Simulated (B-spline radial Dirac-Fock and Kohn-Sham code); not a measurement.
Co⁹⁺: scattering cross sections and density moments

System: the Co⁹⁺ ion, configuration [Ne] 3s2 3p6.

Level of theory: relativistic Hartree-Fock (Dirac-Fock) wave functions, averaged over the configuration; a B-spline atomic structure program.

| Item | Value |
| --- | --- |
| Sum of ⟨r⟩ | 7.671 bohr |
| Sum of ⟨r²⟩ | 5.217 bohr² |
| Sum of ⟨1/r⟩ | 115.67 per bohr |
| Langevin diamagnetic susceptibility | -4.13 × 10⁻⁶ cm³/mol |
| Lamb shielding (α²/3)Σ⟨1/r⟩ | 2053 ppm |

Coherent scattering is the Thomson cross section weighted by f₀², without anomalous dispersion; incoherent scattering is Klein-Nishina weighted by S. The Lamb formula is the non-relativistic shielding expression. Electron correlation is left out.

```
hν (keV)  coherent (b)  incoherent (b)  incoherent per electron (b)
       2         204.2          0.3514                       0.0195
      10         94.12           3.866                        0.215
      20         44.71           6.176                        0.343
      30         25.72           7.292                        0.405
      50         11.51           8.111                        0.451
     100         3.568           8.091                        0.450
     200        0.9892           7.068                        0.393
    1000       0.04225           3.790                        0.211
```

Incoherent scattering overtakes coherent scattering between 50 and 100 keV.

Values without a named source are computed, but for edge energies of neutral atoms, which are taken from tables.
